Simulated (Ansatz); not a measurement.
Cost and result for the atomization energy of `[SiH3]B[SiH2][SiH3]` (13 atoms, 12 bonds).

Z-matrix (Å, degrees):
```
Si
B 1 2.005
H 1 1.490 2 113.3
H 1 1.495 2 105.6 3 -117.8
H 1 1.489 2 113.5 3 124.3
Si 2 1.975 1 121.6 3 -136.1
H 2 1.197 1 118.9 3 38.5
Si 6 2.361 2 98.5 1 86.1
H 6 1.489 2 117.7 1 -158.4
H 6 1.489 2 115.0 1 -26.8
H 8 1.487 6 110.2 2 -56.9
H 8 1.487 6 110.5 2 63.2
H 8 1.488 6 109.8 2 -176.7
```

The species carries charge 0 and has multiplicity 1. All single points use the PBE0-D4/def2-TZVP geometry. It is one conformer, not always the lowest. Program: Ansatz. All runs use 4 threads of an Arm Neoverse V2 on a shared host. Times are those of one run each, without the atoms' runs, and a repeat can differ threefold. Electronic energies, without spin–orbit coupling; frozen cores. CCSD(T)/CBS adds CCSD(T) − MP2 in def2-TZVPP to the MP2 limit, and its time is that of the two runs behind it. T1 = 0.015. B3LYP takes the VWN-RPA correlation (the form of Gaussian; ORCA's B3LYP/G).

CCSD(T)/CBS is a level of theory with its own doubt, some kJ/mol a heavy atom from the limit and from the frozen cores, so smaller differences don't rank the functionals.

```csv
level,functions,wall time
PBE-D4/def2-TZVPP (with forces),283,2.8 s
PBE0-D4/def2-TZVPP,283,3.5 s
r2SCAN-D4/def2-TZVPP (with forces),283,4.9 s
B3LYP-D4/def2-TZVPP (with forces),283,5.5 s
B2PLYP/def2-TZVPP,283,6 s
ωB97X-V/def2-TZVPP,283,9 s
ωB97M-V/def2-TZVPP (with forces),283,15 s
MP2/def2-QZVPP,537,24 s
CCSD(T)/def2-TZVPP,283,2 min
CCSD(T)/CBS(def2),–,2.4 min
```

What atomization energy does each give, and how far from CCSD(T)/CBS? (An estimate is asked.)

Computed: 
```tsv
level	atomization (kcal/mol)	difference from CCSD(T)/CBS	per bond
PBE-D4/def2-TZVPP (with forces)	902.7	-7.5	-0.6
PBE0-D4/def2-TZVPP	903.2	-7.0	-0.6
r2SCAN-D4/def2-TZVPP (with forces)	914.3	4.1	0.3
B3LYP-D4/def2-TZVPP (with forces)	913.4	3.2	0.3
B2PLYP/def2-TZVPP	897.5	-12.7	-1.1
ωB97X-V/def2-TZVPP	920.5	10.3	0.9
ωB97M-V/def2-TZVPP (with forces)	911.2	1.0	0.1
MP2/def2-QZVPP	890.4	-19.8	-1.6
CCSD(T)/def2-TZVPP	889.3	-20.9	-1.7
CCSD(T)/CBS(def2)	910.2	0.0	0.0
```

The D4 term adds +11.5 kcal/mol with B3LYP and +6.1 kcal/mol with PBE0; it sums over pairs of atoms, weighted by their polarisabilities, and B3LYP, whose exchange is more repulsive, gets the larger term. From PBE to PBE0 (25 % exact exchange), in def2-TZVPP and without D4, the atomization energy moves by +1.5 kcal/mol. In def2-TZVPP, CCSD(T) changes the Hartree–Fock value by +181.7 kcal/mol (the triples alone add +7.1 kcal/mol) and MP2 by +170.5 kcal/mol; breaking electron pairs costs correlation energy, which Hartree–Fock lacks.
